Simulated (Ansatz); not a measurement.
Mean bond length (Å) of eight silicon and germanium compounds: PBE-D3(BJ) beside B3LYP-D3(BJ), computed with Ansatz (an electronic-structure program) for isolated molecules in the bases named; differences from unrounded values. The eight are the first of their class met in an unordered collection, after screening for sound electronic states; none was chosen by its value. Each level has its own optimised geometry.

```tsv
molecule	basis	B3LYP-D3(BJ)	PBE-D3(BJ)	difference
C2H4F2Si, SMILES C([SiH2]F)(=C)F	def2-SVP	1.419	1.429	0.010
Si(OH)2(PH2)2 (H₆O₂P₂Si), SMILES O[Si](O)(P)P	def2-SVP	1.552	1.563	0.011
CH7NSi2, SMILES [SiH2]1[SiH2]NC1	def2-SVP	1.519	1.528	0.009
C4H10OSi, SMILES CCC(=C)[SiH2]O	def2-SVP	1.306	1.315	0.008
C₃H₅ClOSi, SMILES C#CC[Si@@H](O)Cl	def2-SVP	1.402	1.410	0.008
CH₄F₂Ge, SMILES [F][GeH]([CH3])[F]	def2-SVP	1.464	1.473	0.009
C₂H₇ClSSi, SMILES C[Si](C)(S)Cl	def2-SVP	1.451	1.457	0.007
B(Cl)(GeH3)(OH) (BClGeH4O), SMILES O[B](Cl)[GeH3]	def2-SVP	1.544	1.550	0.006
```

PBE-D3(BJ) lies below B3LYP-D3(BJ) in 0 and above it in 8 of the eight; the mean signed difference is 0.009 and the largest 0.011 Å.
